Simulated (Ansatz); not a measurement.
Wavefunction ladder for C₂H₄AlF, SMILES `F/C=[CH]/[AlH2]`

```xyz
8

F     1.0515    2.1940   -0.8758
C     0.4009    1.2412   -0.1993
C     0.3690   -0.0308   -0.5742
Al   -0.6163   -1.2775    0.5162
H    -0.0831    1.6601    0.6795
H     0.9106   -0.2805   -1.4845
H    -1.3339   -0.6946    1.8062
H    -0.6988   -2.8120    0.1320
```

Total charge 0; spin multiplicity 1. Geometry: relaxed with PBE0-D4/def2-TZVP. Frozen core, restricted reference, the Gaussian-basis code of Ansatz. CBS rows extrapolate triple and quadruple zeta; past MP2 they add the triple-zeta difference.

```tsv
basis	HF (Eh)	MP2 corr.	CCSD corr.	(T)	CCSD(T) total
def2-SVP	-419.16690	-0.50896	-0.54560	-0.01553	-419.72803
def2-TZVPP	-419.46565	-0.64612	-0.67664	-0.02583	-420.16812
def2-QZVPP	-419.48073	-0.69667	–	–	–
CBS(def2)	-419.48281	-0.73411	-0.76462	as TZ	-420.27326
```
